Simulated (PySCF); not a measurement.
Compound: C7H8NO (doublet state).
Cartesian coordinates in Å at the GFN2-xTB level; atoms count from 1:
```
atom  x, y, z in Å
C1     4.3437   -0.3407    0.3661
C2     3.2148   -0.2708   -0.0327
C3     1.8869   -0.1458   -0.5669
O4     1.5894    0.5820   -1.5254
N5     0.9676   -0.8772    0.0143
C6    -0.3997   -0.9761   -0.2793
C7    -1.1308    0.3486   -0.2760
C8    -1.6684    0.9361    0.9953
C9    -2.6081    0.3740   -0.0242
H10    5.3249   -0.4176    0.7331
H11   -0.8167   -1.6231    0.5035
H12   -0.5512   -1.4977   -1.2394
H13   -0.7080    1.0345   -1.0020
H14   -1.5174    0.3853    1.9115
H15   -1.6220    2.0066    1.1211
H16   -3.1017   -0.5610    0.1956
H17   -3.2103    1.0550   -0.6058
```

The hyperfine couplings belong to this conformer and change with its torsions.

The species is `C#CC(=O)[N]CC1CC1` [radical].

Method used: UKS B3LYP, pcH-1 on C H N O, non-relativistic, mean-field spin-orbit, GIAO in PySCF. Geometry: GFN2-xTB, one conformer, isolated molecule. The geometry wasn't refined by DFT: couplings that depend on bond lengths, twists or pyramidal angles can differ widely from those at the functional's own minimum. No stability test was run, so a lower SCF solution isn't excluded.

(1) Predict the first-order ENDOR lines of N5, H11/H12, H13, H10, H14/H16 and H15/H17 under fast tumbling at B = 338.4 mT (X band).

(2) Which pairs are centred on the nuclear Larmor frequency, and which on half the coupling?

## Answers

(1) ν± = |νn ± a/2|, one line for each electron-spin manifold; νn = |g_N| × 7.62259 MHz/T × B.

| nuclei | isotope | g_N | νn (MHz) | a_iso (MHz) | lower line (MHz) | upper line (MHz) |
| --- | --- | --- | --- | --- | --- | --- |
| N5 | 14N | 0.4038 | 1.04 | 58.91 | 28.41 | 30.49 |
| H11/H12 | 1H | 5.5857 | 14.41 | 77.73 | 24.46 | 53.27 |
| H13 | 1H | 5.5857 | 14.41 | 5.45 | 11.68 | 17.13 |
| H10 | 1H | 5.5857 | 14.41 | -2.38 | 13.22 | 15.60 |
| H14/H16 | 1H | 5.5857 | 14.41 | 1.67 | 13.58 | 15.24 |
| H15/H17 | 1H | 5.5857 | 14.41 | 0.88 | 13.97 | 14.85 |

(2) Centred on νn, since |a| < 2νn: H13, H10, H14/H16 and H15/H17. Centred on |a|/2 and split by 2νn: N5 and H11/H12.

Nuclei that the bonding pattern makes equivalent are averaged, as if the motion that swaps them (rotation, inversion, ring flip) were fast. The 1H value of +77.7 MHz is a mean of couplings from 53.0 to 102.5 MHz in this one geometry, not an average over conformers.

Time: 4.5 min of wall time (grids of density and orbitals included); peak memory 1.1 GiB. Hardware: Intel Xeon at 2.50 GHz, one thread, shared host with 64 logical CPUs at a one-minute load of 43.
